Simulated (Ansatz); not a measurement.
C4H9Br, SMILES `CCCCBr`, relaxed with RKS PBE0-D4/def2-TZVP in the Gaussian-basis code of Ansatz from a PBE-D4/def2-SVP geometry. The force threshold is 0.005 eV/Å; the program also tests the step.

The species carries charge 0 and has multiplicity 1.

Start:

```xyz
14

C     1.008    1.695   -0.229
C    -0.143    0.753    0.121
C     0.219   -0.726   -0.044
C    -0.890   -1.706    0.303
Br   -2.442   -1.573   -0.912
H     1.897    1.507    0.411
H     1.328    1.562   -1.283
H     0.721    2.757   -0.098
H    -1.025    0.976   -0.517
H    -0.473    0.930    1.169
H     0.573   -0.915   -1.082
H     1.081   -0.972    0.620
H    -1.298   -1.530    1.317
H    -0.557   -2.757    0.226
```

How much energy does the relaxation release, and in how many steps? (Estimate.)

The calculation gave: 1.29 kcal/mol, in 4 steps.

Which bonds change most? (An estimate is asked.)

Computed: C4–Br5 from 1.976 to 1.953 Å; C4–H13 from 1.107 to 1.089 Å; C4–H14 from 1.105 to 1.088 Å; C2–H9 from 1.111 to 1.094 Å.

Give the relaxed structure. (Best estimate.)

The calculation gave: 
```xyz
14

C     1.001    1.676   -0.223
C    -0.148    0.745    0.119
C     0.220   -0.719   -0.052
C    -0.879   -1.689    0.305
Br   -2.408   -1.568   -0.905
H     1.871    1.486    0.412
H     1.316    1.546   -1.262
H     0.718    2.723   -0.092
H    -1.012    0.973   -0.512
H    -0.469    0.916    1.153
H     0.552   -0.906   -1.078
H     1.073   -0.956    0.597
H    -1.285   -1.503    1.299
H    -0.550   -2.724    0.238
```
